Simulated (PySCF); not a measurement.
## Silicon: a sound run and one with changed settings

Sound run: Si⁺ [Ne] 3s2 3p1, Si²⁺ [Ne] 3s2. Calculation: PySCF 2.14, in cc-pVDZ-DK (4s3p1d, 18 functions); scalar relativity by spin-free X2C-1e. In the sound run the correlated levels freeze [Ne]. The sound run starts from symmetry-adapted Hartree-Fock orbitals and uses a fine grid where one is needed.

Changed run: all electrons correlated in a basis built for the valence shell.

| species | method | sound run (hartree) | changed run (hartree) | converged |
| --- | --- | --- | --- | --- |
| Si⁺ | MP2 | -289.20633 | -289.21176 | yes |
| Si⁺ | CCSD(T) | -289.22527 | -289.23057 | yes |
| Si²⁺ | MP2 | -288.61947 | -288.62512 | yes |
| Si²⁺ | CCSD(T) | -288.63425 | -288.63981 | yes |

Ionisation energy of Si⁺:

```json
{"method": "UHF", "sound run (eV)": "15.802", "changed run (eV)": "15.802"}
{"method": "MP2", "sound run (eV)": "15.969", "changed run (eV)": "15.963"}
{"method": "SCS-MP2", "sound run (eV)": "15.950", "changed run (eV)": "15.944"}
{"method": "CCSD", "sound run (eV)": "16.065", "changed run (eV)": "16.059"}
{"method": "CCSD(T)", "sound run (eV)": "16.082", "changed run (eV)": "16.076"}
```

A valence basis has no tight correlating functions, so it recovers only part of the core correlation, and not evenly between atom and ion.

For comparison, NIST gives 16.346 eV between the lowest levels.
